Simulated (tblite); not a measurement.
Compound: C₃H₇O₃Si (doublet state).
Z-matrix (Å and degrees, GFN2-xTB geometry), rows numbered from 1:
```
C 
C   1  1.4429
Si  2  1.9883  1  100.99
O   3  1.6073  2  105.41  1   -67.94
C   2  1.4673  1  116.55  3  -106.38
O   5  1.2176  2  125.05  1    34.91
O   5  1.3459  2  113.20  1  -150.04
H   1  1.0708  2  120.45  3   -93.21
H   1  1.0716  2  120.12  3    88.22
H   2  1.0845  1  115.56  3   118.41
H   3  1.4629  2  108.69  1   173.17
H   3  1.4514  2  106.56  1    49.31
H   4  0.9677  3  117.90  2   -18.79
H   7  0.9696  5  109.79  2  -175.88
```

All values are computed: GFN2-xTB (tblite) harmonic vibrations without scaling, gas phase. This tight-binding method is rough: wavenumbers can miss measured ones by several per cent, in bad cases by 10 to 20. Modes of hydrogen on silicon can be 10 to 20 % off. One conformer, not necessarily the lowest. Open shells enter through the occupations alone, without spin polarisation, and single modes of such species can be off by tens of per cent.

Harmonic wavenumbers (cm⁻¹): 79.1, 105.0, 149.1, 164.9, 231.0, 263.7, 349.6, 425.0, 458.4, 493.8, 520.9, 553.7, 588.8, 598.7, 618.7, 686.6, 716.1, 796.6, 850.7, 886.7, 942.9, 997.1, 1043.0, 1104.7, 1177.9, 1210.7, 1336.1, 1403.7, 1704.6, 2260.9, 2370.6, 3027.0, 3146.3, 3192.9, 3382.7, 3454.6.

A = 3015, B = 1775, C = 1630 MHz; mass 119.016 u (most abundant isotopes); point group C1, symmetry number 1; spin multiplicity 2.

**Question.** Zero-point energy?

**Answer.** Half the sum of the wavenumbers: 20646 cm⁻¹ = 246.99 kJ/mol.

**Question.** Entropy at 298.15 K, 1 bar (ideal gas, RRHO, classical rotation)?

**Answer.** Translation 168.46, rotation 117.16, vibration 98.53, spin (R ln 2) 5.76: S = 389.9 J/(mol K).

**Question.** And Cp and H(298.15 K) − H(0)?

**Answer.** Cp = 149.47 J/(mol K), of which vibrations give 116.22 (their classical limit is 36 R = 299.3); H(298.15 K) − H(0) = 26.64 kJ/mol without the zero-point energy, 16.72 from vibrations.

**Question.** Which modes carry the vibrational entropy at 298.15 K?

**Answer.** 79.1 cm⁻¹: 16.37; 105.0 cm⁻¹: 14.06; 149.1 cm⁻¹: 11.23; 164.9 cm⁻¹: 10.43; 231.0 cm⁻¹: 7.83; 263.7 cm⁻¹: 6.85 J/(mol K); the other 30 give 31.77 together.

**Question.** What must be added to the electronic energy to get the Gibbs energy at 298.15 K and 1 bar?

**Answer.** ZPE + [H(298.15 K) − H(0)] − T·S = 246.99 + 26.64 − 116.25 = 157.38 kJ/mol.

Hindered rotation and anharmonicity are outside this model. Other conformers, if any are populated, would add a mixing term that is left out. The structure is chiral; the term R ln 2 for an equal mix with its mirror image is left out.

Hardware: one thread of an Arm Neoverse V2, shared host with 96 logical CPUs at a one-minute load of 40. Cost: 0.31 s of wall time. The figure is for the frequency step alone.
